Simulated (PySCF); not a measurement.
## I⁺: ionisation energy

I⁺ [Kr] 4d10 5s2 5p4 (3P) → I²⁺ [Kr] 4d10 5s2 5p3 (4S), as a difference of total energies. Calculation: PySCF 2.14, in dyall-av2z; no relativity, point nucleus. Correlated levels: valence: [Kr] 4d10 frozen; virtual orbitals above 40 to 60 times the deepest correlated orbital energy dropped. The calculations carry no spin-orbit coupling.

```csv
method,ionisation energy (eV)
UHF,17.595
MP2 (valence),17.975
SCS-MP2 (valence),17.994
CCSD (valence),18.005
CCSD(T) (valence),18.019
```

Q: How much does correlation contribute at CCSD(T) (valence)?

A: 18.019 − (17.595) = 0.424 eV, measured against UHF.

These non-relativistic numbers lack the scalar-relativistic shift.

For comparison: 18.750 eV (measured; NIST levels, between the centres of gravity of the two terms).
